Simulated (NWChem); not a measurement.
# SiH2ClF; SMILES F[SiH2]Cl

```xyz
5

Si    -0.5293     0.5434     0.0000
F      0.6890     1.5892     0.0000
Cl     0.2263    -1.3743     0.0000
H     -1.3191     0.7262    -1.2351
H     -1.3191     0.7262     1.2351
```
Atoms are numbered in this order, from 1.

Results from NWChem. Pople sets run with spherical d functions. Structure relaxed at the B3LYP/6-31G* (spherical d) level. Ions are spin-unrestricted doublets at the neutral geometry; other ion states weren't tried. Functional: LC-ωPBE (HJS hole) with 6-31G*; the question gives the range parameter ω in 1/bohr.

Problem. What does the run give for range parameter (1/bohr) 0.35? Quantities: vertical ionisation energy, ΔSCF (eV); −ε(HOMO) (eV).

Solution. 
```
Property                               Value
-------------------------------------  -----
vertical ionisation energy, ΔSCF (eV)  12.01
−ε(HOMO) (eV)                          11.70
```
